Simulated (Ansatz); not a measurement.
The first iterations of a band of C$_{2}$H$_{8}$O$_{2}$Si (13 atoms, charge 0, multiplicity 1).

The calculation used Ansatz 0.2.0, RKS PBE-D4/def2-SVP.

```
movable images  : 7
climbing image  : yes
spring          : 5.0 eV/Å²
optimiser       : quadratic models (default)
start path      : through a guess of the saddle point
force threshold : 0.05 eV/Å
iteration limit : 6
end points      : relaxed
```

Initial state:

```xyz
13
Properties=species:S:1:pos:R:3
O -1.115 1.875 1.049
C -0.813 0.506 0.908
C 0.397 0.319 -0.013
O 0.172 1.049 -1.239
Si 0.885 -1.495 -0.398
H -0.964 2.245 0.153
H -0.604 0.083 1.914
H -1.681 -0.076 0.490
H 1.266 0.827 0.460
H -0.515 0.564 -1.739
H 1.004 -2.325 0.853
H -0.195 -2.079 -1.274
H 2.183 -1.527 -1.152
```

Final state:

```xyz
13
Properties=species:S:1:pos:R:3
O -1.237 1.836 1.309
C -1.053 0.514 0.821
C 0.269 0.231 0.236
O 0.249 1.040 -1.291
Si 0.855 -1.486 -0.150
H -0.340 2.094 1.604
H -1.117 -0.263 1.639
H -1.944 0.309 0.171
H 1.204 1.159 -1.469
H -0.118 0.510 -2.040
H 1.141 -2.206 1.140
H -0.026 -2.399 -1.008
H 2.139 -1.373 -0.946
```

| iteration | highest image above the first end (eV) | largest band force component (eV/Å) |
| --- | --- | --- |
| 1 | 6.362 | 20.013 |
| 2 | 3.847 | 3.383 |

Question: Does the band converge within its limit, and where does its top end?

Answer: The run ended unconverged. It ended after 6 iterations with the highest image 3.321 eV above the first end. The band didn't meet its force threshold, so its energies are provisional: the largest band force was still 0.74 eV/Å, and over the last iterations the top moved between 3.32 and 3.56 eV. The orbitals stay closed-shell, which can raise the energy where a bond breaks towards radicals; this wasn't checked here.

The run took 48 s on 2 threads of Intel(R) Xeon(R) 6975P-C (Granite Rapids), with other jobs on the host, peak memory 0.16 GiB.
